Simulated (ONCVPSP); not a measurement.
**Plane-wave convergence, ONCV potential for Ni (Z = 28)**

ONCVPSP 4.0.1 input, shortened (lines: element, Z, core and valence counts, functional; n l f; lmax; l rc ep ncon nbas qcut; lloc lpopt rc5 dvloc0; l nproj debl; icmod fcfact rcfact), Wu-Cohen, scalar-relativistic:

```
  Ni 28.00    5    2  -118130      upf
    1    0    2.00
    2    0    2.00
    2    1    6.00
    3    0    2.00
    3    1    6.00
    3    2    8.00
    4    0    1.00
    2
    0    2.15    0.00    4    8    3.90
    1    2.35    0.07    4    7    4.10
    2    1.15    0.00    4    8   16.20
    4    5    0.95    0.00
    0    2    3.00
    1    2    2.30
    2    3    2.20
    2    0.40    0.85
```

In the p channel the program set the typed energies aside and used 0.050, 2.350 Ha.

For each optimised wave give the share of its norm inside rc, the residual kinetic energy above qcut (Ha) and the cutoffs (Ha) for errors of 10, 1, 0.1 and 0.01 mHa per electron.

```
         wave  norm inside rc  residual KE  10 mHa  1 mHa  0.1 mHa  0.01 mHa
           4s           0.386      7.2e-05     3.7    5.7      7.5      23.4
s projector 2           0.124      2.4e-03     6.8    8.3     12.2      35.4
p projector 1           0.138      1.8e-05     1.4    4.8      6.9      10.0
p projector 2           0.152      8.7e-04     6.8    8.5     11.2      26.2
           3d           0.704      1.9e-08    72.2   87.2     99.3     109.8
d projector 2           0.051      1.4e-08    62.4   80.7     95.6     107.7
d projector 3           0.047      7.6e-08    67.0   86.1    100.8     113.2
```

The occupied waves need 87 Ha and 99 Ha for 1 and 0.1 mHa. Note: ghosts flagged at negative energy: s at -100.3 eV; GHOST(+) flagged for p at 78.2 eV. A true bound ghost makes a file unfit for plane-wave use.
